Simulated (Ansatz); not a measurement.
One change: `F[Si](F)(Cl)[S][GeH2][Cl]` becomes `F[Si](F)(Cl)Br`.

Ansatz, PBE0-D4/def2-TZVP geometries, multiplicity 1. Each molecule was computed in one conformer, which needn't be the lowest.

Scalar relativity is left out up to krypton.

```
                                          property  `F[Si](F)(Cl)[S][GeH2][Cl]`
               LUMO energy (B3LYP/def2-TZVPP) / eV                        -1.35
              HOMO–LUMO gap (PBE0/def2-TZVPP) / eV                         7.31
           HOMO–LUMO gap (ωB97M-V/def2-TZVPP) / eV                        11.40
             HOMO energy (ωB97M-V/def2-TZVPP) / eV                       -10.53
                LUMO energy (PBE0/def2-TZVPP) / eV                        -1.07
size of the dipole moment (ωB97M-V/def2-TZVPP) / D                         2.19
```

What does the change do to each property? (Best estimate.)

Computed: 
```csv
property,`F[Si](F)(Cl)Br`,shift
LUMO energy (B3LYP/def2-TZVPP) / eV,-0.61,0.74
HOMO–LUMO gap (PBE0/def2-TZVPP) / eV,9.00,1.69
HOMO–LUMO gap (ωB97M-V/def2-TZVPP) / eV,13.25,1.85
HOMO energy (ωB97M-V/def2-TZVPP) / eV,-11.54,-1.01
LUMO energy (PBE0/def2-TZVPP) / eV,-0.33,0.74
size of the dipole moment (ωB97M-V/def2-TZVPP) / D,0.73,-1.46
```

With PBE0 the HOMO falls by 0.95 eV and the LUMO rises by 0.74 eV, so the gap widens by about 1.69 eV. PBE moves the HOMO by -0.86 eV and ωB97M-V by -1.01 eV. Dipoles are sizes alone; their direction can turn.

B3LYP here is the variant with VWN-RPA as its local correlation; programs differ in this.

Spin–orbit coupling is left out; it splits and shifts lone-pair levels of the heavy atoms by tenths of an eV.
